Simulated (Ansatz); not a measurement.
C2H7BrGe⁺, that is GeHMe2Br with one electron fewer. The state is a doublet with charge 1. Geometry B3LYP-D4/def2-SVP, that of the neutral singlet; atoms count from 1.

```xyz
11

Ge   -0.666    0.032   -0.217
H    -1.837    1.039   -0.210
C    -0.146   -0.493    1.596
H    -1.006   -0.920    2.131
H     0.219    0.387    2.149
H     0.655   -1.245    1.551
C     0.847    0.681   -1.277
H     0.525    0.910   -2.302
H     1.632   -0.088   -1.314
H     1.260    1.594   -0.818
Br   -1.481   -1.897   -1.287
```

Estimate the Mulliken populations from the PBE0/def2-TZVP orbitals of Ansatz.


```
atom  charge (e)  spin (α − β)
 Ge1        0.33         -0.01
  H2        0.13         -0.01
  C3       -0.42          0.17
  H4        0.21          0.00
  H5        0.21          0.01
  H6        0.20          0.00
  C7       -0.42          0.17
  H8        0.21          0.01
  H9        0.20          0.00
 H10        0.21          0.01
Br11        0.16          0.67
```
Mulliken values depend strongly on the basis.

Where does the spin sit?

Summed by element: Ge -0.01, H 0.01, C 0.34, Br 0.67, of 1 unpaired in all. Largest on single atoms: Br11 0.67, C3 0.17, C7 0.17.

And the Mayer bond orders between heavy atoms (over 0.3)?

Ge1–C3 0.87 (1.96 Å); Ge1–C7 0.87 (1.96 Å); Ge1–Br11 0.92 (2.35 Å).
